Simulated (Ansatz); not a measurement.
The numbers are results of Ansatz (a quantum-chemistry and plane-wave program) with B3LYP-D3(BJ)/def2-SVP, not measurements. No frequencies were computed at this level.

Ansatz 0.2 input:
```yaml
crystal:
  periodic: [false, false, false]
  atoms:
    - { symbol: C, position_ang: [-3.988527, 0.178062, -0.345045] }
    - { symbol: C, position_ang: [-2.793499, 0.124693, -0.241693] }
    - { symbol: C, position_ang: [-1.385294, 0.061834, -0.119857] }
    - { symbol: C, position_ang: [-0.592141, -0.167169, -1.245855] }
    - { symbol: C, position_ang: [0.779797, -0.228408, -1.127154] }
    - { symbol: C, position_ang: [1.385294, -0.061838, 0.119856] }
    - { symbol: C, position_ang: [2.793499, -0.124693, 0.241695] }
    - { symbol: C, position_ang: [3.988523, -0.178015, 0.34512] }
    - { symbol: C, position_ang: [0.592141, 0.167166, 1.245853] }
    - { symbol: C, position_ang: [-0.779797, 0.228406, 1.127152] }
    - { symbol: H, position_ang: [-5.032647, 0.224623, -0.435463] }
    - { symbol: H, position_ang: [-1.063892, -0.295636, -2.209336] }
    - { symbol: H, position_ang: [1.396485, -0.405461, -1.996463] }
    - { symbol: H, position_ang: [5.032651, -0.224659, 0.435396] }
    - { symbol: H, position_ang: [1.063892, 0.295635, 2.209334] }
    - { symbol: H, position_ang: [-1.396484, 0.40546, 1.996461] }
basis:
  gaussian: { orbitals: def2-svp }
hamiltonian:
  xc: b3lyp
  dispersion: d3bj
relax:
  max_steps: 150
```

Output:

```
Functional definition: B3LYP
1996 factors; integrals over basis functions are off by at most 2.9e-4 eV
mean field evaluation 1: about -10446.2039 eV, gradient 5.9e1 eV
mean field evaluation 2: about -10448.4283 eV, gradient 5.4e1 eV
mean field evaluation 4: about -10456.1828 eV, gradient 5.4e0 eV
mean field evaluation 8: about -10456.3184 eV, gradient 7.1e-2 eV
mean field evaluation 16: about -10456.3184 eV, gradient 2.1e-5 eV
mean field -10456.31842409 eV, -384.2626145380 hartree, gradient 2.1e-5 eV, S^2 0.000000; 0 other end points of the search recorded, 0 dependent functions left out
reference -10456.31871903 eV, -384.2626253769 hartree; 33, 33 occupied and 137, 137 virtual orbitals, 1996 factors
relax step   1: F+E_penalty+E_count = -10457.14603522 eV  Δ(F+E_penalty+E_count) = +0.000e0 eV  max|allowed force component| = 1.034e0 eV/Å  Δτ_max = 0.0000 Å  (29 SCF iters, accepted)
these checks for a lower state are left out or cut short: starts, cluster_reference, orbital_swaps, neighbouring_geometries, increment
1996 factors; integrals over basis functions are off by at most 3.0e-4 eV
mean field -10456.41366196 eV, -384.2661144652 hartree, gradient 1.4e-5 eV, S^2 0.000000; 0 other end points of the search recorded, 0 dependent functions left out
reference -10456.41396106 eV, -384.2661254571 hartree; 33, 33 occupied and 137, 137 virtual orbitals, 1996 factors
relax step   2: F+E_penalty+E_count = -10457.23437947 eV  Δ(F+E_penalty+E_count) = -8.834e-2 eV  max|allowed force component| = 2.515e-1 eV/Å  Δτ_max = 0.0596 Å  (32 SCF iters, accepted)
these checks for a lower state are left out or cut short: starts, cluster_reference, orbital_swaps, neighbouring_geometries, increment
1996 factors; integrals over basis functions are off by at most 3.0e-4 eV
mean field -10456.41981040 eV, -384.2663404165 hartree, gradient 1.5e-5 eV, S^2 0.000000; 0 other end points of the search recorded, 0 dependent functions left out
reference -10456.42011039 eV, -384.2663514407 hartree; 33, 33 occupied and 137, 137 virtual orbitals, 1996 factors
relax step   3: F+E_penalty+E_count = -10457.23862091 eV  Δ(F+E_penalty+E_count) = -4.241e-3 eV  max|allowed force component| = 4.264e-2 eV/Å  Δτ_max = 0.0137 Å  (34 SCF iters, accepted)
these checks for a lower state are left out or cut short: starts, cluster_reference, orbital_swaps, neighbouring_geometries, increment
1996 factors; integrals over basis functions are off by at most 3.0e-4 eV
mean field evaluation 32: about -10456.4199 eV, gradient 5.8e-2 eV
mean field -10456.41992880 eV, -384.2663447676 hartree, gradient 4.6e-5 eV, S^2 0.000000; 0 other end points of the search recorded, 0 dependent functions left out
reference -10456.42022879 eV, -384.2663557918 hartree; 33, 33 occupied and 137, 137 virtual orbitals, 1996 factors
relax step   4: F+E_penalty+E_count = -10457.23864948 eV  Δ(F+E_penalty+E_count) = -2.857e-5 eV  max|allowed force component| = 5.099e-3 eV/Å  Δτ_max = 0.0008 Å  (23 SCF iters, accepted)
1996 factors; integrals over basis functions are off by at most 3.0e-4 eV
mean field -10456.41992880 eV, -384.2663447676 hartree, gradient 4.6e-5 eV, S^2 0.000000; 1 other end points of the search recorded, 0 dependent functions left out
reference -10456.42022879 eV, -384.2663557918 hartree; 33, 33 occupied and 137, 137 virtual orbitals, 1996 factors
Total energy: -10457.23894947 eV, -384.2964432218 hartree
Atom 0 at    -4.037605     0.180245    -0.349303 Å, force     0.003483    -0.000269     0.000107 eV/Å
Atom 1 at    -2.829253     0.126288    -0.244792 Å, force    -0.002008     0.000168    -0.000054 eV/Å
Atom 2 at    -1.406240     0.062770    -0.121672 Å, force    -0.005099     0.000198    -0.000458 eV/Å
Atom 3 at    -0.597236    -0.168061    -1.253201 Å, force     0.001485     0.000292     0.002333 eV/Å
Atom 4 at     0.785977    -0.229803    -1.133525 Å, force    -0.001829     0.000462     0.002042 eV/Å
Atom 5 at     1.406241    -0.062769     0.121665 Å, force     0.005098    -0.000270     0.000431 eV/Å
Atom 6 at     2.829254    -0.126290     0.244785 Å, force     0.001996    -0.000027     0.000264 eV/Å
Atom 7 at     4.037602    -0.180213     0.349359 Å, force    -0.003462     0.000066    -0.000448 eV/Å
Atom 8 at     0.597236     0.168057     1.253195 Å, force    -0.001485    -0.000276    -0.002335 eV/Å
Atom 9 at    -0.785977     0.229799     1.133519 Å, force     0.001832    -0.000429    -0.002047 eV/Å
Atom 10 at    -5.106102     0.227912    -0.441791 Å, force     0.000512     0.000030     0.000137 eV/Å
Atom 11 at    -1.070704    -0.298230    -2.227799 Å, force     0.002210    -0.000221    -0.000557 eV/Å
Atom 12 at     1.406105    -0.408787    -2.013504 Å, force    -0.002093    -0.000032    -0.000929 eV/Å
Atom 13 at     5.106103    -0.227931     0.441774 Å, force    -0.000521     0.000065     0.000026 eV/Å
Atom 14 at     1.070705     0.298227     2.227792 Å, force    -0.002210     0.000218     0.000557 eV/Å
Atom 15 at    -1.406104     0.408784     2.013498 Å, force     0.002092     0.000024     0.000929 eV/Å
Dipole moment:     0.000001    -0.000010    -0.000014 e Å
```

Cost: very roughly 40 core-seconds.
